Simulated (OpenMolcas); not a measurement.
**Mn3+: ligand-field states by method**

Mn3+ with 6 ligands (ammonia) in octahedral coordination (S6) at 2 Å. Ligand basis ANO-RCC-VDZP.
```
Mn    0.0000    0.0000    0.0000
N     2.0000    0.0000    0.0000
H     2.3821    0.9457    0.0000
H     2.3821   -0.4729    0.8190
H     2.3821   -0.4729   -0.8190
N     0.0000    2.0000    0.0000
H     0.0000    2.3821    0.9457
H     0.8190    2.3821   -0.4729
H    -0.8190    2.3821   -0.4729
N    -2.0000    0.0000    0.0000
H    -2.3821   -0.9457    0.0000
H    -2.3821    0.4729   -0.8190
H    -2.3821    0.4729    0.8190
N     0.0000   -2.0000    0.0000
H     0.0000   -2.3821   -0.9457
H    -0.8190   -2.3821    0.4729
H     0.8190   -2.3821    0.4729
N     0.0000    0.0000    2.0000
H     0.9457    0.0000    2.3821
H    -0.4729    0.8190    2.3821
H    -0.4729   -0.8190    2.3821
N     0.0000    0.0000   -2.0000
H    -0.9457    0.0000   -2.3821
H     0.4729   -0.8190   -2.3821
H     0.4729    0.8190   -2.3821
```

```json
{
  "Program": "OpenMolcas",
  "Basis": "ANO-RCC-VDZP [5s4p2d1f]",
  "Scalar Hamiltonian": "DKH2, point nucleus",
  "Active space": "4 electrons in 5 orbitals (3d)",
  "State averaging": "2S+1 = 5 even, 5 roots; 2S+1 = 3 even, 45 roots; 2S+1 = 1 even, 50 roots",
  "Spin-orbit coupling": "state interaction with AMFI integrals over the reference wave functions"
}
```

I. CASSCF
II. SS-CASPT2, IPEA 0.25 Eh, imaginary shift 0.1 Eh (closed shells correlated: 3s 3p and the ligand valence shells)

Spin-free states in cm-1, each column counted from its own energy of the first state listed:

```tsv
State	Degeneracy	I	II
2S+1 = 5	2	0	0
2S+1 = 3	1	4154	-3600
2S+1 = 3	2	4286	-3460
2S+1 = 1	2	16353	4830
2S+1 = 1	1	16454	4830
2S+1 = 1	2	17902	6570
2S+1 = 3	2	21207	16780
2S+1 = 5	2	22417	26710
2S+1 = 5	1	22524	27150
2S+1 = 3	2	23417	18320
2S+1 = 3	1	23504	18480
2S+1 = 3	1	24421	19260
2S+1 = 3	2	24509	19260
2S+1 = 1	1	26495	13370
2S+1 = 3	1	26528	20360
2S+1 = 3	1	27027	21250
2S+1 = 3	2	30133	23310
2S+1 = 1	1	32976	25500
2S+1 = 1	1	32996	25900
2S+1 = 1	2	33042	25490
```

II puts a state of multiplicity 3 lowest, 3600 cm-1 below that state.

From I to II, I's first state of the same spin (2S+1 = 5) moves from 22417 to 26710 cm-1, by about +4300 cm-1.

From I to II, I's first state of another spin (2S+1 = 3) moves from 4154 to -3600 cm-1, by about -7800 cm-1.

χT at 300 K: I 2.96, II 1.66 cm3 K/mol.

Roots that are degenerate in the reference are averaged as groups; the widest CASPT2 spread within a group is 280 cm-1 (the 2-fold group of multiplicity 1 near 97700 cm-1 above the lowest state of its run, II). Shifts and gaps below about the spread of the groups concerned are not significant. Over all roots computed the reference weight is 0.68 to 0.70 in II; a low but even weight reflects the number of correlated electrons. Ligand-to-metal charge-transfer states are missing. With no ligand orbital active B as a rule stays too high, so bands that hang on it stand too high and its fall with covalency is understated. An orbital doublet at a regular site is open to a Jahn-Teller distortion, which this geometry leaves out (holds for I). Without dynamic correlation the repulsion within the d shell is too large (B by tens of per cent), so at a given field states of lower spin stand too high (holds for I). This shell can be high or low spin here, a state of another spin lies low, and with metal d orbitals alone active their balance is uncertain, so the ground spin may be wrong (holds for I). With metal d orbitals alone the field can be off either way by tens of per cent (holds for I). Spin-orbit coupling mixes the spin-free states strongly: the lowest level takes only 51 % from its leading state, an unlabelled state of the same spin as most of the rest, which lies 143 cm-1 above the lowest spin-free state (holds for II). This shell can be high or low spin here, a state of another spin lies low, and with metal d orbitals alone active their balance is uncertain, so the ground spin may be wrong, although the usual error favours high spin (holds for II). With one d shell and no ligand orbital active, 10Dq can be off by a tenth or more (holds for II). No measured value stands beside these numbers; the geometry is a model, was not optimised and need not be the one that this ion takes.
